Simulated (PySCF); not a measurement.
# Adding and removing an electron: HBr

PBE0; H cc-pVTZ, Br cc-pVTZ-PP with ECP10; scalar-relativistic core potentials (PySCF 2.14). Neutral (UKS): singlet (closed shell), Re = 1.421 Å, ωe = 2651 cm⁻¹, De = 3.93 eV, HOMO -8.69 eV, LUMO -0.20 eV.

HBr⁺ (UKS): doublet (π ↑), Re = 1.456 Å, ωe = 2436 cm⁻¹, De = 4.04 eV to H + Br⁺. The energies at the minima are -417.42576 hartree for HBr and -416.99695 for HBr⁺.

Work out the adiabatic ionisation energy, without and with harmonic zero-point energies (1 hartree = 27.2114 eV, 1 eV = 8065.5 cm⁻¹), and the change of the bond length.

At PBE0: 0.42881 hartree = 11.669 eV between the minima; the zero-point term (2436.0 − 2651.0)/2 cm⁻¹ = -0.013 eV makes it 11.655 eV. Re changes by +3.5 pm against the neutral. Minus the HOMO energy is 8.69 eV, -2.98 eV from the value between the minima; self-interaction puts the Kohn–Sham level too high, less so with exact exchange. The electron leaves a π orbital, which is non-bonding in a hydride.

Spin–orbit coupling is left out. For an ion De counts to the pair picked by the measured ionisation energies or electron affinities, which need not be the lowest pair at this level. States were picked by a PBE0 search and need not be the measured ground states.
